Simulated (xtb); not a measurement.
xtb input (GFN2-xTB):

```bash
xtb mol.xyz --gfn 2 --sp --chrg 0 --uhf 0
```
mol.xyz:
```
16

Se     1.43267820     0.84148578    -0.15596491
C     -0.00331877    -0.48646846     0.12717665
C     -0.90585264    -0.74837250    -1.07423442
C     -2.11878745    -1.45485201    -0.44647435
C     -2.24919805    -0.85747260     0.98143753
C     -0.97554837    -0.00791273     1.20799838
H      2.13457621     0.06330132    -1.19028868
H      0.48246509    -1.40995121     0.44383004
H     -1.20055768     0.20637839    -1.51601620
H     -0.41876079    -1.33640183    -1.85259066
H     -1.93387707    -2.52910949    -0.38867027
H     -3.02362444    -1.31946810    -1.03898799
H     -2.32539566    -1.65098103     1.72516585
H     -3.14552416    -0.24536809     1.08092929
H     -0.56630721    -0.10931917     2.21262806
H     -1.19782141     1.05087242     1.05138465
```

Output:

```
           -------------------------------------------------
          |                Calculation Setup                |
           -------------------------------------------------

           -------------------------------------------------
          |                 G F N 2 - x T B                 |
           -------------------------------------------------

        Reference                      10.1021/acs.jctc.8b01176
      * Hamiltonian:
        H0-scaling (s, p, d)           1.850000    2.230000    2.230000
        zeta-weighting                 0.500000
      * Dispersion:
        s8                             2.700000
        a1                             0.520000
        a2                             5.000000
        s9                             5.000000
      * Repulsion:
        kExp                           1.500000    1.000000
        rExp                           1.000000
      * Coulomb:
        alpha                          2.000000
        third order                    shell-resolved
        anisotropic                    true
        a3                             3.000000
        a5                             4.000000
        cn-shift                       1.200000
        cn-exp                         4.000000
        max-rad                        5.000000

          ...................................................
          :                      SETUP                      :
          :.................................................:
          :  # basis functions                  40          :
          :  # atomic orbitals                  39          :
          :  # shells                           23          :
          :  # electrons                        36          :
          :  max. iterations                   250          :
          :  Hamiltonian                  GFN2-xTB          :
          :  restarted?                      false          :
          :  GBSA solvation                  false          :
          :  PC potential                    false          :
          :  electronic temp.          300.0000000     K    :
          :  accuracy                    1.0000000          :
          :  -> integral cutoff          0.2500000E+02      :
          :  -> integral neglect         0.1000000E-07      :
          :  -> SCF convergence          0.1000000E-05 Eh   :
          :  -> wf. convergence          0.1000000E-03 e    :
          :  Broyden damping             0.4000000          :
          :  net charge                          0          :
          :  unpaired electrons                  0          :
          ...................................................

 iter      E             dE          RMSdq      gap      omega  full diag
   1    -19.1478131 -0.191478E+02  0.333E+00    4.55       0.0  T
   2    -19.1996538 -0.518407E-01  0.290E+00    4.07       1.0  T
   3    -19.2039810 -0.432712E-02  0.164E+00    4.10       1.0  T
   4    -19.2041678 -0.186845E-03  0.302E-01    3.97       1.0  T
   5    -19.2043160 -0.148177E-03  0.185E-01    3.98       1.0  T
   6    -19.2043608 -0.448233E-04  0.485E-02    3.97       1.0  T
   7    -19.2043622 -0.142024E-05  0.305E-02    3.97       1.0  T
   8    -19.2043630 -0.744237E-06  0.512E-03    3.97       4.9  T
   9    -19.2043630 -0.121597E-07  0.205E-03    3.97      12.2  T
  10    -19.2043630 -0.148077E-08  0.345E-04    3.97      72.5  T
  11    -19.2043630 -0.679066E-10  0.138E-04    3.97     181.8  T

   *** convergence criteria satisfied after 11 iterations ***

         #    Occupation            Energy/Eh            Energy/eV
      -------------------------------------------------------------
         1        2.0000           -0.7420597             -20.1925
       ...           ...                  ...                  ...
        12        2.0000           -0.4572547             -12.4425
        13        2.0000           -0.4553511             -12.3907
        14        2.0000           -0.4487615             -12.2114
        15        2.0000           -0.4458663             -12.1326
        16        2.0000           -0.4314938             -11.7415
        17        2.0000           -0.4292589             -11.6807
        18        2.0000           -0.3679057             -10.0112 (HOMO)
        19                         -0.2220029              -6.0410 (LUMO)
        20                         -0.1471532              -4.0042
        21                         -0.0149792              -0.4076
        22                          0.0142275               0.3871
        23                          0.0271057               0.7376
       ...                                ...                  ...
        39                          0.8560820              23.2952
      -------------------------------------------------------------
                  HL-Gap            0.1459028 Eh            3.9702 eV
             Fermi-level           -0.2949543 Eh           -8.0261 eV

 SCC (total)                   0 d,  0 h,  0 min,  0.023 sec
 SCC setup                      ...        0 min,  0.000 sec (  0.429%)
 Dispersion                     ...        0 min,  0.000 sec (  0.399%)
 classical contributions        ...        0 min,  0.000 sec (  0.123%)
 integral evaluation            ...        0 min,  0.002 sec (  7.391%)
 iterations                     ...        0 min,  0.013 sec ( 57.206%)
 molecular gradient             ...        0 min,  0.004 sec ( 16.325%)
 printout                       ...        0 min,  0.004 sec ( 18.087%)

         :::::::::::::::::::::::::::::::::::::::::::::::::::::
         ::                     SUMMARY                     ::
         :::::::::::::::::::::::::::::::::::::::::::::::::::::
         :: total energy             -18.981322817676 Eh    ::
         :: gradient norm              0.016849692777 Eh/a0 ::
         :: HOMO-LUMO gap              3.970216011933 eV    ::
         ::.................................................::
         :: SCC energy               -19.204339892742 Eh    ::
         :: -> isotropic ES            0.003867218477 Eh    ::
         :: -> anisotropic ES          0.002601325949 Eh    ::
         :: -> anisotropic XC          0.010424616177 Eh    ::
         :: -> dispersion             -0.011072419070 Eh    ::
         :: repulsion energy           0.223017075066 Eh    ::
         :: add. restraining           0.000000000000 Eh    ::
         :: total charge              -0.000000000000 e     ::
         :::::::::::::::::::::::::::::::::::::::::::::::::::::

           -------------------------------------------------
          |                Property Printout                |
           -------------------------------------------------

    * Orbital Energies and Occupations

         #    Occupation            Energy/Eh            Energy/eV
      -------------------------------------------------------------
         1        2.0000           -0.7420597             -20.1925
       ...           ...                  ...                  ...
         6        2.0000           -0.5650098             -15.3747
         7        2.0000           -0.5369738             -14.6118
         8        2.0000           -0.5226868             -14.2230
         9        2.0000           -0.5012166             -13.6388
        10        2.0000           -0.4985892             -13.5673
        11        2.0000           -0.4716101             -12.8332
        12        2.0000           -0.4572547             -12.4425
        13        2.0000           -0.4553511             -12.3907
        14        2.0000           -0.4487615             -12.2114
        15        2.0000           -0.4458663             -12.1326
        16        2.0000           -0.4314938             -11.7415
        17        2.0000           -0.4292589             -11.6807
        18        2.0000           -0.3679057             -10.0112 (HOMO)
        19                         -0.2220029              -6.0410 (LUMO)
        20                         -0.1471532              -4.0042
        21                         -0.0149792              -0.4076
        22                          0.0142275               0.3871
        23                          0.0271057               0.7376
        24                          0.0426681               1.1611
        25                          0.0555943               1.5128
        26                          0.0892819               2.4295
        27                          0.1309762               3.5640
        28                          0.1443830               3.9289
        29                          0.1479531               4.0260
       ...                                ...                  ...
        39                          0.8560820              23.2952
      -------------------------------------------------------------
                  HL-Gap            0.1459028 Eh            3.9702 eV
             Fermi-level           -0.2949543 Eh           -8.0261 eV

     #   Z          covCN         q      C6AA      α(0)
     1  34 Se       1.932    -0.278   245.231    27.287
     2   6 C        3.866     0.029    20.052     6.368
     3   6 C        3.836    -0.057    21.565     6.607
     4   6 C        3.818    -0.058    21.600     6.614
     5   6 C        3.812    -0.060    21.639     6.621
     6   6 C        3.850    -0.052    21.462     6.589
     7   1 H        0.922     0.132     1.517     1.926
     8   1 H        0.925     0.042     2.426     2.436
     9   1 H        0.924     0.047     2.357     2.401
    10   1 H        0.924     0.033     2.540     2.492
    11   1 H        0.924     0.033     2.547     2.496
    12   1 H        0.925     0.037     2.485     2.465
    13   1 H        0.924     0.034     2.535     2.490
    14   1 H        0.925     0.037     2.495     2.470
    15   1 H        0.925     0.036     2.497     2.471
    16   1 H        0.924     0.044     2.403     2.424

 Mol. C6AA /au·bohr⁶  :       2907.937985
 Mol. C8AA /au·bohr⁸  :      95112.555440
 Mol. α(0) /au        :         84.157438

Wiberg/Mayer (AO) data.
largest (>0.10) Wiberg bond orders for each atom

 ---------------------------------------------------------------------------
     #   Z sym  total        # sym  WBO       # sym  WBO       # sym  WBO
 ---------------------------------------------------------------------------
     1  34 Se   2.062 --     2 C    0.979     7 H    0.968
     2   6 C    3.974 --     6 C    1.001     3 C    1.000     1 Se   0.979
                             8 H    0.962
     3   6 C    3.996 --     2 C    1.000     4 C    1.000    10 H    0.978
                             9 H    0.976
     4   6 C    3.996 --     3 C    1.000     5 C    0.999    11 H    0.983
                            12 H    0.980
     5   6 C    3.996 --     4 C    0.999     6 C    0.998    13 H    0.984
                            14 H    0.983
     6   6 C    3.996 --     2 C    1.001     5 C    0.998    15 H    0.979
                            16 H    0.972
     7   1 H    0.982 --     1 Se   0.968
     8   1 H    0.998 --     2 C    0.962
     9   1 H    0.998 --     3 C    0.976
    10   1 H    0.999 --     3 C    0.978
    11   1 H    0.999 --     4 C    0.983
    12   1 H    0.999 --     4 C    0.980
    13   1 H    0.999 --     5 C    0.984
    14   1 H    0.999 --     5 C    0.983
    15   1 H    0.999 --     6 C    0.979
    16   1 H    0.998 --     6 C    0.972
 ---------------------------------------------------------------------------

Topologies differ in total number of bonds
Writing topology from bond orders to xtbtopo.mol

molecular dipole:
                 x           y           z       tot (Debye)
 q only:       -0.471      -0.585      -0.164
   full:       -0.659      -0.770      -0.094       2.586
molecular quadrupole (traceless):
                xx          xy          yy          xz          yz          zz
Note: The following floating-point exceptions are signalling: IEEE_UNDERFLOW_FLAG IEEE_DENORMAL
normal termination of xtb
 q only:        0.521      -1.372      -1.446      -1.551       0.273       0.925
  q+dip:       -1.073      -3.864      -0.478      -1.025       0.145       1.551
   full:       -0.574      -2.826      -0.800      -1.926       0.791       1.375

           -------------------------------------------------
          | TOTAL ENERGY              -18.981322817676 Eh   |
          | GRADIENT NORM               0.016849692777 Eh/α |
          | HOMO-LUMO GAP               3.970216011933 eV   |
           -------------------------------------------------

------------------------------------------------------------------------
------------------------------------------------------------------------
 total:
 SCF:
```
